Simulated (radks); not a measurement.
Isoelectronic series with 41 electrons, all held in the configuration [Kr] 4d4 5s1, which need not be the ground one along the series. All-electron calculation, Dirac Kohn-Sham, BLYP, spin-unpolarised, spherical densities, finite nucleus; open shells are shared between the two j in proportion to 2j + 1; Fermi nuclear charge, rms radius of each element as measured or else 0.836 A^(1/3) + 0.57 fm. Program: a radial shooting solver on a logarithmic mesh with Libxc functionals. Total energies (hartree) and orbital eigenvalues (hartree):

ion,E (hartree),4d5/2,4d3/2,5s1/2
Nb,-3820.58421,-0.10504,-0.11071,-0.14435
Tc2+,-4285.73527,-0.93272,-0.94498,-0.73614
Rh4+,-4781.06446,-2.14984,-2.17081,-1.57553
Ag6+,-5306.70245,-3.68246,-3.71467,-2.62251
In8+,-5862.88287,-5.50472,-5.55112,-3.86316
Sb10+,-6449.89842,-7.60393,-7.66789,-5.29098
I12+,-7068.08178,-9.97272,-10.05810,-6.90261
Cs14+,-7717.8050,-12.60638,-12.71753,-8.69643
La16+,-8399.4726,-15.50171,-15.64351,-10.67185
Pr18+,-9113.5267,-18.65647,-18.83435,-12.82900
Pm20+,-9860.4348,-22.06903,-22.28902,-15.16852
Eu22+,-10640.6937,-25.73820,-26.00696,-17.69146
Tb24+,-11454.9326,-29.66310,-29.98793,-20.39933
Ho26+,-12303.6305,-33.84311,-34.23203,-23.29372
Tm28+,-13187.5332,-38.27774,-38.73948,-26.37678
Lu30+,-14107.2213,-42.96671,-43.51077,-29.65065

4d5/2 drops below 5s1/2 between Nb and Tc2+. 4d3/2 drops below 5s1/2 between Nb and Tc2+.
